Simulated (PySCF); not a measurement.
Field gradients at the hydrogen positions

C5H6F2.
Z-matrix (Å and degrees, GFN2-xTB geometry), rows numbered from 1:
```
F 
C   1  1.3730
C   2  1.5114  1  111.03
C   3  1.5003  2  118.74  1    34.88
C   4  1.4833  3   96.34  2  -157.74
F   5  1.3727  4  119.45  3   -59.72
C   5  1.4831  4   60.76  3    49.60
H   2  1.0955  1  106.84  3  -121.25
H   2  1.0956  1  106.83  3   121.32
H   3  1.0858  2  112.39  1  -179.86
H   4  1.0681  3  131.13  7   125.36
H   5  1.0838  4  120.90  7   110.53
H   7  1.0681  3  131.14  4  -125.36
```

Level: B3LYP/pcJ-1 (PySCF, non-relativistic); Q(2H) = 0.00286 b; rigid geometry, the same for H and D, with no vibrational averaging.

Question: Rank these positions by the coupling χzz of a deuteron there, largest first.
A. H12 (methine hydrogen)
B. H8 (methylene hydrogen)
C. H11 (methine hydrogen)

Answer: C (231 kHz), A (203 kHz), B (187 kHz).

Question: What are Vzz, η and χzz (234.96 MHz × Q × Vzz) at all hydrogens?

Answer: 
```tsv
atom	bonded to	bond length (Å)	Vzz (au)	η	χzz (kHz)
H8	C2	1.096	0.2783	0.08	187
H9	C2	1.096	0.2783	0.08	187
H10	C3	1.086	0.2975	0.09	200
H11	C4	1.068	0.3430	0.05	231
H12	C5	1.084	0.3020	0.12	203
H13	C7	1.068	0.3430	0.05	231
```

Question: Give the 2H NMR doublet splittings at H12 for a magnetic field along the z, y and x axes of the gradient: 3χ/2, 3χ(1 + η)/4, 3χ(1 − η)/4.

Answer: With |χ| = 202.9 kHz and η = 0.116: 304, 170 and 134 kHz, to first order and without motion.

Geometry: GFN2-xTB, one conformer, isolated molecule. GFN2-xTB bond lengths can be off by several hundredths of an ångström, more for odd bonds, and the gradients follow them. With so small a basis the couplings can be 20 % off.
